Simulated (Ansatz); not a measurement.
Computed with Ansatz on PBE0-D4/def2-TZVP structures; ΔE is electronic, products minus reactants. CCSD(T)/CBS adds triple-zeta CCSD(T) − MP2 to the extrapolated MP2 energy (def2 sets, frozen cores). Functionals use def2-TZVPP. def2 core potentials past Kr. For I outer-core shells are correlated without core-valence functions, which leaves a few kJ/mol of doubt a bond.

Consider the ligand exchange at a B–O bond: `BO[SiH3]` + HI → `BI` + silanol.

```tsv
level	ΔE (kcal/mol)
r2SCAN0-D4	15.7
ωB97X-V	16.8
BHLYP	18.1
RPA@PBE/def2-TZVPP	15.9
CCSD(T)/def2-SVP	21.0
HF/def2-TZVPP	18.5
MP2/def2-TZVPP	14.5
HF/def2-QZVPP	18.8
```

Question: What does CCSD(T)/CBS give? (An estimate is asked.)

Answer: Computed: +15.1 kcal/mol. The listed levels differ from it by 0.6, 1.7, 3.0, 0.8, 5.9, 3.4, -0.6, 3.7 kcal/mol.

Question: What do rigid-rotor, harmonic-oscillator terms from PBE0-D4/def2-TZVP frequencies (298.15 K, 1 bar) make of the CCSD(T)/CBS value? (Estimate.)

Answer: Computed: ΔZPE = +1.6 kcal/mol, ΔH = +16.4 kcal/mol, ΔS = 13 J/(mol·K), ΔG = +15.4 kcal/mol.

Largest T1 diagnostic among the species: 0.013.

From BLYP to BHLYP (50 % exact exchange), in def2-TZVPP and without D4, ΔE moves by +1.1 kcal/mol. At CCSD(T), def2-SVP lies +6.0 kcal/mol from the extrapolated value and def2-TZVPP +0.8 kcal/mol. Leaving LDA and LC-ωPBE aside and taking each functional with its dispersion term where it has one, the values, not all of them listed here, spread over 4.7 kcal/mol, from revPBE-D4 to CAM-B3LYP-D4. LDA lies +2.3 kcal/mol from PBE without D4.
